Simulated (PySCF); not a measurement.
Species: C₆H₇O₃ (doublet state).
Cartesian coordinates in Å at the GFN2-xTB level; atoms count from 1:
```
atom  x, y, z in Å
C1     2.7471    0.3138   -0.2820
O2     1.5706   -0.0626   -0.9667
C3     0.3691   -0.0498   -0.3558
C4    -0.7232   -0.4562   -1.1522
C5    -1.9763   -0.4897   -0.6504
C6    -2.2418   -0.1017    0.7580
O7    -1.1119    0.3088    1.5049
C8     0.1577    0.3499    1.0235
O9     1.0255    0.7215    1.7888
H10    3.5471    0.2073   -1.0141
H11    2.6937    1.3464    0.0671
H12    2.9340   -0.3336    0.5768
H13   -0.5125   -0.7354   -2.1733
H14   -2.8249   -0.7949   -1.2382
H15   -2.9654    0.7289    0.7964
H16   -2.6964   -0.9437    1.3059
```

The hyperfine couplings belong to this conformer and change with its torsions.

As a line formula: `COC1=C[CH]COC1=O` [radical].

Computed, not measured: PySCF, UKS B3LYP, pcH-1 on C H O, non-relativistic, mean-field spin-orbit, GIAO. One conformer (not necessarily the lowest) at the GFN2-xTB geometry, without solvent, vibrations or thermal averaging. A GFN2-xTB geometry isn't a minimum of the functional, and hyperfine couplings can be far from their values at a DFT geometry. No stability test was run, so a lower SCF solution isn't excluded.

What is the g tensor, term by term?

```
                    Δg (ppm)     1     2     3
relativistic mass correction  -214  -214  -214
            gauge correction   -10    43    40
   orbital Zeeman/spin–orbit   -36  2086  3260
                       total  -259  1914  3086
```

So g = 2.00206, 2.00423, 2.00540 and g_iso = 2.00390; the tensor is rhombic: the two nearest values differ by 35 % of g3 − g1. Axes: g2 points within 11° of the O2–C3 bond.

What are the electron Larmor frequencies g μB B/h along the three axes at 1200 mT?

33.6256, 33.6621, 33.6818 GHz for g1, g2 and g3, a range of 56.2 MHz.

At 9.706 GHz, how far is the centre of the isotropic spectrum from where a free electron (g = 2.002319) resonates?

B = hν/(g μB) with μB/h = 13.99624 MHz/mT gives 346.33 mT for the free electron and 346.06 mT at g_iso, 0.27 mT lower.

In a frozen sample, at which fields do the three g values resonate at 9.5, 34, 94 and 263 GHz (hyperfine left aside), and which band first spreads them over more than twice a line width of 0.3 mT?

```csv
band,GHz,B(g3) mT,B(g2) mT,B(g1) mT,spread mT
X,9.5,338.46,338.66,339.03,0.57
Q,34.0,1211.34,1212.05,1213.36,2.02
W,94.0,3348.99,3350.95,3354.59,5.60
J,263.0,9370.05,9375.53,9385.71,15.66
```

The spread grows in proportion to the frequency. Q band is the first where it exceeds 0.6 mT.

The largest Mulliken spin populations are on C3 (+0.51), C5 (+0.44), C4 (-0.20) and O2 (+0.13). The positive populations add up to 1.30 and the negative ones to -0.30, together 2S = 1. The angles at C3 add up to 360.0°, so it is planar.

The HOMO–LUMO gaps are 4.52 eV among the α and 4.74 eV among the β orbitals.
